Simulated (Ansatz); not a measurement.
`[SH][Sn]([SH])([SH])[Cl]` + `CC(C)CCS` → `[SH][Sn]([SH])([SH])[SH]` + `CC(C)CCCl`  (formal exchange of groups at the Sn–Cl bond)

Computed with Ansatz on PBE0-D4/def2-TZVP structures; ΔE is electronic, products minus reactants. CCSD(T)/CBS adds triple-zeta CCSD(T) − MP2 to the extrapolated MP2 energy (def2 sets, frozen cores). def2 core potentials past Kr. For Sn outer-core shells are correlated without core-valence functions, which leaves a few kJ/mol of doubt a bond. Each species was taken in one conformer, which may not be the lowest.

`[SH][Sn]([SH])([SH])[Cl]`:

```xyz
8

S    -0.997    2.000   -0.839
Sn    0.098    0.204    0.276
S    -1.572   -0.831    1.619
S     1.214   -1.336   -1.163
Cl    1.848    1.030    1.562
H     0.166    2.470   -1.325
H    -0.845   -1.957    1.727
H     0.088   -1.580   -1.857
```

`CC(C)CCS`:

Cartesian coordinates in Å:
```
C 0.415 -0.514 1.932
C -0.155 -0.396 0.526
C 0.098 -1.670 -0.268
C 0.419 0.836 -0.166
C -0.105 1.125 -1.562
S -1.900 1.361 -1.680
H -0.021 -1.362 2.465
H 1.499 -0.662 1.904
H 0.218 0.388 2.519
H -1.239 -0.256 0.604
H -0.277 -2.543 0.272
H -0.397 -1.653 -1.241
H 1.170 -1.819 -0.436
H 1.510 0.727 -0.236
H 0.241 1.714 0.466
H 0.392 2.000 -1.983
H 0.100 0.292 -2.240
H -1.970 2.433 -0.875
```

`[SH][Sn]([SH])([SH])[SH]`:

Z-matrix (Å, degrees):
```
Sn
S 1 2.387
S 1 2.397 2 112.6
S 1 2.393 2 111.3 3 -117.1
S 1 2.391 2 103.6 3 121.2
H 2 1.344 1 92.1 3 35.9
H 3 1.344 1 92.3 2 83.5
H 4 1.345 1 91.8 2 151.7
H 5 1.344 1 92.2 2 154.3
```

`CC(C)CCCl`:

Z-matrix (Å, degrees):
```
C
C 1 1.522
H 1 1.095 2 110.9
H 1 1.093 2 111.1 3 119.7
H 1 1.093 2 111.4 3 -120.0
C 2 1.521 1 110.9 3 -61.2
C 2 1.525 1 109.8 3 63.5
H 2 1.096 1 108.2 3 -179.5
H 6 1.093 2 110.7 1 -54.1
H 6 1.092 2 112.1 1 -173.7
H 6 1.095 2 111.0 1 65.3
C 7 1.511 2 116.0 1 178.7
H 7 1.099 2 109.0 1 -60.9
H 7 1.095 2 109.3 1 55.2
Cl 12 1.790 7 112.3 2 -60.9
H 12 1.089 7 111.1 2 -179.5
H 12 1.089 7 112.2 2 58.7
```

```
                   species  CCSD/def2-TZVPP energy (Eh)
`[SH][Sn]([SH])([SH])[Cl]`                  -1868.47787
                `CC(C)CCS`                   -595.08333
`[SH][Sn]([SH])([SH])[SH]`                  -1807.06741
               `CC(C)CCCl`                   -656.48122
```

(1) Work out ΔE.

Largest T1 diagnostic among the species: 0.012.

Results:

(1) ΔE = (-1807.06741) + (-656.48122) − (-1868.47787) − (-595.08333) = 0.01257 Eh = +33.0 kJ/mol. CCSD(T)/CBS gives +32.3 kJ/mol.

In def2-TZVPP, CCSD(T) changes the Hartree–Fock value by −6.4 kJ/mol (the triples alone add −1.3 kJ/mol) and MP2 by −6.3 kJ/mol. At CCSD(T), def2-SVP lies +4.9 kJ/mol from the extrapolated value and def2-TZVPP −0.6 kJ/mol. Leaving LDA and LC-ωPBE aside and taking each functional with its dispersion term where it has one, the values, not all of them listed here, spread over 7.5 kJ/mol, from PBE-D4 to B97M-V.
